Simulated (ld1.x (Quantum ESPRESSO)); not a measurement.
## Si (Z = 14): one change to a TM potential, before and after

- Element: Si (Z = 14)
- Generator: ld1.x (Quantum ESPRESSO) 7.5
- Type: norm-conserving Troullier–Martins (Kleinman–Bylander form)
- Functional: PBE
- Relativity: non-relativistic
- Frozen core: [He]
- Valence charge: 12
- Reference configuration: 2s2 2p6 3s1.75 3p2.25
- Partial waves: 2s (bound): rc 0.75 bohr; 2p (bound): rc 0.50 bohr
- Local potential: all-electron potential smoothed inside 0.50 bohr (lloc = -2)
- Core correction: none

Occupied shells without a wave of their own: 3p, 3s. They enter only through the test configuration that unscreens the potential.

Change: local potential all-electron potential smoothed inside 0.30 bohr (lloc = -2).

Cutoffs: the cutoffs (Ry, on a coarse ladder) from which the occupation-weighted sum of valence levels, in a spherical-Bessel basis at the reference potential, stays within 10 and 1 mRy of its value at 400 Ry; they do not see the model core or the augmentation charge, which bear on the density cutoff. Errors are all-electron minus pseudo energies relative to the spin-unpolarised reference configuration.

Task: What does the change do?

Result: Of the 7 tests that both files solve, the error grows in 4 and shrinks in 1 by more than 15 % and 0.3 meV (median size 49.9 → 45.9 meV); neither file shows a bound ghost.

| quantity | base | changed |
| --- | --- | --- |
| bound ghosts | none | none |
| largest miss of a reference level, eV | 0.11 | 0.14 |
| error for 2s2 2p6 3s2 3p2, meV [ΔE -1.67 eV] | +29 | +35 |
| error for 2s2 2p6 3s2 3p1, meV [ΔE 6.08 eV] | +50 | +46 |
| error for 2s2 2p6 3s2 3p0, meV [ΔE 22.08 eV] | +85 | +66 |
| error for 2s2 2p5 3s2 3p2, meV [ΔE 108.41 eV] | +138 | +179 |
| error for 2s2 2p6 3s2 3p1.5, meV [ΔE 1.25 eV] | +38 | +40 |
| error for 2s2 2p6 3s2 3p2.3, meV [ΔE -2.61 eV] | +25 | +33 |
| error for 2s2 2p6 3s0 3p0, meV [ΔE 101.04 eV] | -291 | -448 |
| s: phases at 0.85 bohr within 0.05 rad from the reference energy up to (Ry; the scan ends near 5) | to the end of the scan | to the end of the scan |
| p: phases at 0.85 bohr within 0.05 rad from the reference energy up to (Ry; the scan ends near 5) | to the end of the scan | to the end of the scan |

Base: The 3p, 3s levels have no wave, so the channel is fitted at the deeper level alone: the likely source of the large errors. Changed file: The 3p, 3s levels have no wave, so the channel is fitted at the deeper level alone: the likely source of the large errors.
